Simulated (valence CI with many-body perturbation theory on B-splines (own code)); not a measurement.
# Basis-set convergence for P III

Level of theory: valence CI with perturbative core correlation (CI+MBPT): three valence electrons over a frozen Dirac-Fock core [Ne], a basis of 9 s, 9 p, 8 d, 6 f, 3 g, 1 h functions for each j, with the one-electron correlation potential Σ1, the two-electron term Σ2, the three-electron term Σ3, Breit, model QED; selected CI, second order for the rest, scaled by the run's own slope (own B-spline code, finite nucleus).

Against 13 measured levels this calculation errs by 79 cm⁻¹ on average and by 155 at most. These come from a selection out of Martin, Zalubas and Musgrove, J. Phys. Chem. Ref. Data 14, 751 (1985). Levels without a partner in it may be off by more.

The reference run has the lowest level 3s2.3p 2P°_1/2 and an ionisation energy of 30.1955 eV. Its largest variational space holds 11387 state functions.

Changed runs:
A. basis 6 s, 6 p, 5 d, 3 f, 1 g
B. basis 5 s, 5 p, 4 d, 2 f

Excitation energies of the reference run in cm⁻¹, and shifts in cm⁻¹:

```
                 Level  Reference        A        B
        3s2.3p 2P°_3/2        560     -0.2     -0.5
         3s.3p2 4P_1/2      56792      -68     -185
         3s.3p2 4P_3/2      56996      -68     -185
         3s.3p2 4P_5/2      57325      -68     -185
         3s.3p2 2D_3/2      74853      +13      +75
         3s.3p2 2D_5/2      74882      +13      +76
         3s.3p2 2S_1/2     100298     +101     +333
         3s.3p2 2P_1/2     109119      +68     +221
         3s.3p2 2P_3/2     109495      +68     +222
         3s2.3d 2D_3/2     116935     +168     +751
         3s2.3d 2D_5/2     116947     +168     +750
         3s2.4s 2S_1/2     117871      -34     -110
Ionisation energy (eV)    30.1955  -0.0087  -0.0239
```
